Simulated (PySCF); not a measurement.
Record of a relaxation.

Compound: CH7FSSi2.
Atom-mapped SMILES: `[CH3:1][SiH2:2][Si@H:3]([F:4])[SH:5]` (hydrogens: H6, H7, H8 on C1; H9, H10 on Si2; H11 on Si3; H12 on S5)

Computed by this run: PySCF 2.14.0, PBE0-D3(BJ)/def2-SVP geometry optimisation, gas phase; density fitting, grid level 1; the optimiser is geomeTRIC in internal coordinates, started from a GFN2-xTB structure with every atom displaced at random (about 0.01 Å). The frame can shift and turn from step to step; on so coarse a grid that alone can change the energy by a few meV, and forces under 0.02 eV/Å are noise.

Step 0: E = -30435.5157 eV, largest atomic force 1.858 eV/Å
```
atom  x, y, z in Å  |  force x, y, z in eV/Å
C1      1.742    0.793    0.878   -1.285   1.311  -0.292
Si2    -0.122    0.345    0.867    1.171   0.145   0.224
Si3    -0.580   -0.811   -1.093   -0.921  -0.141  -0.171
F4     -0.717    0.275   -2.280   -0.076   0.803  -0.417
S5     -2.437   -1.895   -1.066    0.379  -0.814   0.220
H6      1.970    1.441    0.014   -0.001  -0.154  -0.027
H7      2.367   -0.064    0.843    0.804  -1.190  -0.062
H8      1.996    1.383    1.763    0.002   0.034   0.315
H9     -0.929    1.579    0.994   -0.245   0.191  -0.193
H10    -0.419   -0.472    2.061   -0.138  -0.330   0.178
H11     0.354   -1.765   -1.670    0.740  -0.598   0.268
H12    -3.185   -0.836   -1.321   -0.429   0.744  -0.043
```

Step 1: E = -30435.7095 eV, largest atomic force 0.316 eV/Å
```
atom  x, y, z in Å  |  force x, y, z in eV/Å
C1      1.758    0.836    0.851    0.079  -0.237  -0.062
Si2    -0.059    0.322    0.818    0.002   0.103   0.016
Si3    -0.644   -0.821   -1.141    0.195   0.162   0.064
F4     -0.757    0.321   -2.312    0.008  -0.219   0.020
S5     -2.493   -1.894   -0.999   -0.131   0.233  -0.169
H6      1.997    1.477   -0.009   -0.002   0.011  -0.071
H7      2.422   -0.050    0.816   -0.140   0.195   0.014
H8      1.990    1.405    1.763   -0.027  -0.025   0.054
H9     -0.937    1.532    0.887   -0.042   0.018   0.039
H10    -0.388   -0.560    1.979    0.018  -0.027   0.028
H11     0.397   -1.828   -1.516   -0.105  -0.011  -0.071
H12    -3.245   -0.768   -1.145    0.145  -0.203   0.138
```

Step 2: E = -30435.7326 eV, largest atomic force 0.106 eV/Å
```
atom  x, y, z in Å  |  force x, y, z in eV/Å
C1      1.748    0.839    0.844    0.036  -0.004  -0.042
Si2    -0.064    0.325    0.817   -0.062   0.049   0.012
Si3    -0.627   -0.825   -1.146    0.066   0.069   0.016
F4     -0.734    0.295   -2.333    0.036  -0.070  -0.017
S5     -2.484   -1.881   -1.014   -0.017   0.018  -0.096
H6      1.984    1.480   -0.018   -0.004  -0.006   0.004
H7      2.408   -0.042    0.809   -0.017   0.023   0.003
H8      1.975    1.402    1.762   -0.001  -0.008   0.005
H9     -0.949    1.532    0.891   -0.017  -0.024   0.014
H10    -0.386   -0.561    1.979    0.017  -0.010  -0.009
H11     0.388   -1.847   -1.539   -0.037  -0.023   0.004
H12    -3.218   -0.746   -1.061    0.001  -0.013   0.105
```

Step 3: E = -30435.7589 eV, largest atomic force 0.208 eV/Å
```
atom  x, y, z in Å  |  force x, y, z in eV/Å
C1      1.731    0.848    0.830   -0.067   0.195   0.023
Si2    -0.076    0.327    0.802   -0.034  -0.031  -0.008
Si3    -0.599   -0.832   -1.165   -0.141  -0.069  -0.046
F4     -0.666    0.255   -2.381    0.083   0.110  -0.067
S5     -2.480   -1.846   -1.049    0.104  -0.143  -0.043
H6      1.964    1.494   -0.030   -0.003  -0.004   0.044
H7      2.391   -0.026    0.793    0.095  -0.144  -0.013
H8      1.950    1.403    1.756    0.024   0.017  -0.036
H9     -0.981    1.520    0.882    0.000  -0.034  -0.013
H10    -0.392   -0.571    1.958    0.015   0.002  -0.024
H11     0.372   -1.890   -1.564    0.034  -0.035   0.081
H12    -3.173   -0.711   -0.842   -0.109   0.137   0.103
```

Step 4: E = -30435.7776 eV, largest atomic force 0.278 eV/Å
```
atom  x, y, z in Å  |  force x, y, z in eV/Å
C1      1.712    0.862    0.816   -0.097   0.229   0.061
Si2    -0.088    0.326    0.779    0.011  -0.076  -0.018
Si3    -0.579   -0.835   -1.194   -0.232  -0.135  -0.069
F4     -0.570    0.225   -2.433    0.095   0.156  -0.069
S5     -2.490   -1.790   -1.085    0.102  -0.130  -0.025
H6      1.943    1.516   -0.039    0.000  -0.005   0.049
H7      2.376   -0.007    0.775    0.116  -0.166  -0.021
H8      1.925    1.409    1.748    0.030   0.025  -0.048
H9     -1.014    1.502    0.860    0.003  -0.029  -0.025
H10    -0.402   -0.586    1.925    0.013   0.009  -0.019
H11     0.344   -1.939   -1.574    0.073  -0.020   0.091
H12    -3.116   -0.710   -0.586   -0.114   0.143   0.092
```

Step 5: E = -30435.7872 eV, largest atomic force 0.182 eV/Å
```
atom  x, y, z in Å  |  force x, y, z in eV/Å
C1      1.705    0.875    0.810   -0.060   0.114   0.046
Si2    -0.090    0.315    0.764    0.038  -0.058  -0.020
Si3    -0.578   -0.843   -1.210   -0.155  -0.087  -0.040
F4     -0.504    0.210   -2.456    0.056   0.086  -0.025
S5     -2.512   -1.748   -1.099    0.045  -0.053  -0.006
H6      1.928    1.537   -0.042    0.000  -0.004   0.019
H7      2.380    0.011    0.763    0.057  -0.072  -0.014
H8      1.913    1.422    1.742    0.013   0.014  -0.026
H9     -1.031    1.478    0.843   -0.006  -0.013  -0.013
H10    -0.399   -0.604    1.905    0.012   0.006  -0.005
H11     0.326   -1.973   -1.561    0.040  -0.006   0.055
H12    -3.097   -0.709   -0.468   -0.041   0.073   0.028
```

Step 6: E = -30435.7925 eV, largest atomic force 0.034 eV/Å
```
atom  x, y, z in Å  |  force x, y, z in eV/Å
C1      1.701    0.889    0.806   -0.002  -0.011   0.004
Si2    -0.085    0.297    0.761    0.023  -0.016  -0.011
Si3    -0.583   -0.859   -1.211   -0.020  -0.003  -0.001
F4     -0.464    0.197   -2.454    0.016   0.001   0.016
S5     -2.535   -1.725   -1.102    0.001   0.020   0.008
H6      1.910    1.554   -0.045   -0.001  -0.001  -0.011
H7      2.393    0.034    0.755   -0.011   0.023   0.000
H8      1.907    1.441    1.736   -0.006  -0.001   0.003
H9     -1.039    1.448    0.838   -0.016   0.000   0.006
H10    -0.382   -0.625    1.902    0.013   0.001   0.007
H11     0.318   -2.001   -1.534   -0.017  -0.009   0.007
H12    -3.101   -0.678   -0.459    0.019  -0.004  -0.028
```

Step 7: E = -30435.7953 eV, largest atomic force 0.074 eV/Å
```
atom  x, y, z in Å  |  force x, y, z in eV/Å
C1      1.696    0.901    0.802    0.027  -0.050  -0.024
Si2    -0.080    0.278    0.764   -0.002   0.011   0.000
Si3    -0.584   -0.875   -1.206    0.065   0.033   0.018
F4     -0.422    0.181   -2.446   -0.005  -0.033   0.027
S5     -2.552   -1.700   -1.112   -0.022   0.046   0.011
H6      1.887    1.569   -0.050   -0.003  -0.002  -0.017
H7      2.404    0.058    0.745   -0.034   0.049   0.008
H8      1.898    1.458    1.729   -0.012  -0.006   0.014
H9     -1.049    1.418    0.844   -0.017  -0.001   0.014
H10    -0.362   -0.645    1.908    0.013  -0.002   0.009
H11     0.304   -2.034   -1.508   -0.037  -0.014  -0.017
H12    -3.098   -0.636   -0.477    0.027  -0.032  -0.044
```

Step 8: E = -30435.7992 eV, largest atomic force 0.232 eV/Å
```
atom  x, y, z in Å  |  force x, y, z in eV/Å
C1      1.674    0.932    0.790    0.074  -0.090  -0.070
Si2    -0.069    0.226    0.784   -0.059   0.059   0.034
Si3    -0.578   -0.923   -1.185    0.212   0.081   0.046
F4     -0.292    0.126   -2.411   -0.064  -0.072   0.016
S5     -2.591   -1.620   -1.155   -0.053   0.066   0.015
H6      1.810    1.607   -0.069   -0.004  -0.002  -0.019
H7      2.427    0.129    0.715   -0.062   0.069   0.025
H8      1.867    1.504    1.709   -0.013  -0.012   0.029
H9     -1.079    1.331    0.876   -0.013  -0.004   0.026
H10    -0.300   -0.701    1.935    0.016  -0.006   0.009
H11     0.257   -2.131   -1.439   -0.063  -0.018  -0.053
H12    -3.085   -0.508   -0.558    0.029  -0.069  -0.057
```

Step 9: E = -30435.8021 eV, largest atomic force 0.165 eV/Å
```
atom  x, y, z in Å  |  force x, y, z in eV/Å
C1      1.674    0.934    0.789    0.044  -0.053  -0.050
Si2    -0.069    0.225    0.793   -0.046   0.046   0.023
Si3    -0.574   -0.926   -1.177    0.151   0.060   0.030
F4     -0.297    0.122   -2.404   -0.035  -0.052   0.014
S5     -2.588   -1.625   -1.156   -0.036   0.046   0.006
H6      1.805    1.607   -0.072   -0.002  -0.001  -0.012
H7      2.427    0.133    0.715   -0.041   0.039   0.018
H8      1.868    1.508    1.708   -0.008  -0.007   0.017
H9     -1.082    1.326    0.890   -0.008  -0.008   0.017
H10    -0.289   -0.702    1.947    0.013  -0.009   0.001
H11     0.255   -2.137   -1.437   -0.044  -0.013  -0.034
H12    -3.089   -0.494   -0.605    0.012  -0.048  -0.030
```

Step 10: E = -30435.8050 eV, largest atomic force 0.023 eV/Å
```
atom  x, y, z in Å  |  force x, y, z in eV/Å
C1      1.663    0.948    0.782   -0.009   0.018  -0.005
Si2    -0.068    0.214    0.812   -0.015   0.015   0.008
Si3    -0.559   -0.941   -1.159    0.018   0.011  -0.003
F4     -0.257    0.095   -2.389    0.006  -0.002  -0.004
S5     -2.588   -1.601   -1.176   -0.011  -0.012  -0.001
H6      1.773    1.618   -0.084    0.003  -0.002   0.003
H7      2.427    0.160    0.705    0.005  -0.015   0.005
H8      1.857    1.527    1.698    0.004   0.004  -0.004
H9     -1.100    1.295    0.924    0.000  -0.008   0.003
H10    -0.256   -0.717    1.969    0.007  -0.012  -0.008
H11     0.232   -2.177   -1.418    0.003  -0.002   0.002
H12    -3.084   -0.449   -0.673   -0.010   0.006   0.005
```

Step 11: E = -30435.8052 eV, largest atomic force under 0.02 eV/Å
```
atom  x, y, z in Å  |  force x, y, z in eV/Å
C1      1.661    0.952    0.781   -0.009   0.014   0.002
Si2    -0.069    0.213    0.814   -0.007   0.008   0.004
Si3    -0.556   -0.942   -1.158   -0.004   0.003  -0.006
F4     -0.247    0.090   -2.389    0.005   0.002  -0.004
S5     -2.587   -1.597   -1.179   -0.001  -0.010   0.000
H6      1.768    1.621   -0.086    0.003  -0.002   0.001
H7      2.425    0.164    0.705    0.004  -0.011   0.003
H8      1.855    1.532    1.696    0.003   0.004  -0.004
H9     -1.106    1.289    0.929    0.000  -0.004   0.004
H10    -0.250   -0.722    1.969    0.006  -0.009  -0.007
H11     0.231   -2.181   -1.414    0.004   0.000   0.005
H12    -3.084   -0.446   -0.676   -0.004   0.006   0.003
```

Problem. Summarise the path.

Solution. The energy falls by 0.2895 eV from step 0 to step 11; nine tenths of that is first reached at step 4. It falls at every step. The largest force goes from 1.858 to under 0.02 eV/Å. Among the bonds C1–H7 changes most, from 1.062 to 1.100 Å; the atoms move by 0.373 Å rms after alignment.

Problem. Follow the three bonds and two angles with the largest change from start to end.

Solution. 
```json
{"step": "0", "E above end (eV)": "0.2895", "largest force (eV/Å)": "1.858", "C1–H7 (Å)": "1.062", "Si3–H11 (Å)": "1.454", "C1–Si2 (Å)": "1.917", "Si3–Si2–H9 (°)": "112.4", "Si2–Si3–H11 (°)": "122.3"}
{"step": "1", "E above end (eV)": "0.0957", "largest force (eV/Å)": "0.316", "C1–H7 (Å)": "1.108", "Si3–H11 (Å)": "1.496", "C1–Si2 (Å)": "1.889", "Si3–Si2–H9 (°)": "106.6", "Si2–Si3–H11 (°)": "111.4"}
{"step": "2", "E above end (eV)": "0.0726", "largest force (eV/Å)": "0.106", "C1–H7 (Å)": "1.101", "Si3–H11 (Å)": "1.493", "C1–Si2 (Å)": "1.883", "Si3–Si2–H9 (°)": "107.1", "Si2–Si3–H11 (°)": "113.1"}
{"step": "3", "E above end (eV)": "0.0463", "largest force (eV/Å)": "0.208", "C1–H7 (Å)": "1.095", "Si3–H11 (Å)": "1.490", "C1–Si2 (Å)": "1.880", "Si3–Si2–H9 (°)": "107.7", "Si2–Si3–H11 (°)": "115.5"}
{"step": "4", "E above end (eV)": "0.0276", "largest force (eV/Å)": "0.278", "C1–H7 (Å)": "1.095", "Si3–H11 (Å)": "1.489", "C1–Si2 (Å)": "1.879", "Si3–Si2–H9 (°)": "107.8", "Si2–Si3–H11 (°)": "117.0"}
{"step": "5", "E above end (eV)": "0.0181", "largest force (eV/Å)": "0.182", "C1–H7 (Å)": "1.098", "Si3–H11 (Å)": "1.490", "C1–Si2 (Å)": "1.881", "Si3–Si2–H9 (°)": "107.3", "Si2–Si3–H11 (°)": "116.6"}
{"step": "6", "E above end (eV)": "0.0127", "largest force (eV/Å)": "0.034", "C1–H7 (Å)": "1.101", "Si3–H11 (Å)": "1.491", "C1–Si2 (Å)": "1.882", "Si3–Si2–H9 (°)": "106.7", "Si2–Si3–H11 (°)": "115.6"}
{"step": "7", "E above end (eV)": "0.0099", "largest force (eV/Å)": "0.074", "C1–H7 (Å)": "1.102", "Si3–H11 (Å)": "1.491", "C1–Si2 (Å)": "1.882", "Si3–Si2–H9 (°)": "106.3", "Si2–Si3–H11 (°)": "115.2"}
{"step": "8", "E above end (eV)": "0.0060", "largest force (eV/Å)": "0.232", "C1–H7 (Å)": "1.103", "Si3–H11 (Å)": "1.491", "C1–Si2 (Å)": "1.881", "Si3–Si2–H9 (°)": "105.5", "Si2–Si3–H11 (°)": "114.9"}
{"step": "9", "E above end (eV)": "0.0031", "largest force (eV/Å)": "0.165", "C1–H7 (Å)": "1.102", "Si3–H11 (Å)": "1.491", "C1–Si2 (Å)": "1.881", "Si3–Si2–H9 (°)": "105.7", "Si2–Si3–H11 (°)": "115.3"}
{"step": "10", "E above end (eV)": "0.0002", "largest force (eV/Å)": "0.023", "C1–H7 (Å)": "1.100", "Si3–H11 (Å)": "1.490", "C1–Si2 (Å)": "1.881", "Si3–Si2–H9 (°)": "105.9", "Si2–Si3–H11 (°)": "116.4"}
{"step": "11", "E above end (eV)": "0.0000", "largest force (eV/Å)": "under 0.02", "C1–H7 (Å)": "1.100", "Si3–H11 (Å)": "1.490", "C1–Si2 (Å)": "1.881", "Si3–Si2–H9 (°)": "106.0", "Si2–Si3–H11 (°)": "116.5"}
```

What follows is the cost of the whole optimisation. Time: 96 s of wall time; peak memory 0.49 GiB. Hardware: Arm Neoverse N1, one thread, no GPU, on a shared host.
